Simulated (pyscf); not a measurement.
Optimised with ωB97X-D3(BJ)/def2-SVP in PySCF. Singlets are restricted, triplets unrestricted.

Singlet (Å):
```xyz
4

C      1.5683     0.1649    -0.6924
C      0.5603    -0.2247     0.0509
Br     1.0406    -0.5076     1.8523
H     -0.4731    -0.3888    -0.2703
```

Triplet (Å):
```xyz
4

C      1.5941     0.1834    -0.8144
C      0.5888    -0.2276     0.0665
Br     0.9454    -0.5315     1.8759
H     -0.4695    -0.4119    -0.1741
```

For these two minima of :C=CH–Br, which spin state lies lower at ωB97X-D3(BJ)/def2-TZVP, and by how much (electronic energies)?

The singlet, by 1.77 eV. Zero-point energy shifts E(triplet) − E(singlet) by -0.03 eV. The 7 functionals that were run give +1.42 (r²SCAN) to +1.81 eV (ωB97M-D3(BJ)). :C=CH–Br [singlet] lies 1.86 eV over its isomer HC≡C–Br, and others may lie lower still (electronic energy, ωB97M-D3(BJ)). 

E(triplet) − E(singlet) by level (eV):

```json
[
 {"level": "ωB97X-D3(BJ)/def2-TZVP", "gap": "+1.77"},
 {"level": "PBE/def2-TZVP", "gap": "+1.51"},
 {"level": "r²SCAN/def2-TZVP", "gap": "+1.42"},
 {"level": "B3LYP-D3(BJ)/def2-TZVP", "gap": "+1.62"},
 {"level": "PBE0-D3(BJ)/def2-TZVP", "gap": "+1.54"},
 {"level": "M06-2X/def2-TZVP", "gap": "+1.74"},
 {"level": "ωB97M-D3(BJ)/def2-TZVP", "gap": "+1.81"},
 {"level": "HF/def2-TZVP", "gap": "+1.09"}
]
```

The triplet is the lowest one reached from the SCF start used. Elements up to Kr have no core potential and no relativistic terms here.
